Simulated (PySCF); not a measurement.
B(CCH)2(OH) (C₄H₃BO), SMILES C(#C)B(O)C#C. Coordinates come from a PBE0-D3(BJ)/def2-SVP optimisation. One conformer was computed; it need not be the lowest.

Question: Give the equilibrium geometry at PBE0-D3(BJ)/def2-SVP (PySCF confirms it by a frequency run) as bond lengths and angles, and its point group. (The exact figures need the calculation; the answer reports its results.)

Answer: One answer among several that fit: point group Cs.
Atoms: B1 C2 C3 H4 C5 C6 H7 O8 H9. Bond lengths (Å): B1–C2 1.539, B1–C5 1.533, B1–O8 1.353, C2–C3 1.217, C3–H4 1.076, C5–C6 1.217, C6–H7 1.075, O8–H9 0.964. Bond angles (°): C2–B1–C5 120.3, C2–B1–O8 121.0, C5–B1–O8 118.8, B1–C2–C3 179.3, C2–C3–H4 179.5, B1–C5–C6 178.2, C5–C6–H7 179.6, B1–O8–H9 112.2.
